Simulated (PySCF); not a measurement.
Zr⁺: excitation energy

Zr⁺ [Kr] 4d2 5s1 (4F) → Zr⁺ [Kr] 4d2 5p1 (high-spin determinant), as a difference of total energies. Computed with PySCF 2.14 in x2c-TZVPPall (8s6p6d2f1g, 79 functions), with scalar relativity by spin-free X2C-1e. Correlated levels: valence and next inner shell: [Ar] 3d10 frozen. The calculations carry no spin-orbit coupling.

```json
{"method": "UHF", "excitation energy (eV)": "3.566"}
{"method": "MP2 (valence and next inner shell)", "excitation energy (eV)": "3.839"}
{"method": "SCS-MP2 (valence and next inner shell)", "excitation energy (eV)": "3.774"}
{"method": "CCSD (valence and next inner shell)", "excitation energy (eV)": "3.767"}
{"method": "CCSD(T) (valence and next inner shell)", "excitation energy (eV)": "3.758"}
```

Q: How much does correlation contribute at CCSD(T) (valence and next inner shell)?

A: 3.758 − (3.566) = 0.192 eV, measured against UHF.

The basis was made for the ground configuration and has no added diffuse functions, so the excitation energy can come out too high.

The determinant of the upper state mixes LS terms, which raises its energy above the lowest term, most at the Hartree-Fock and MP2 levels.
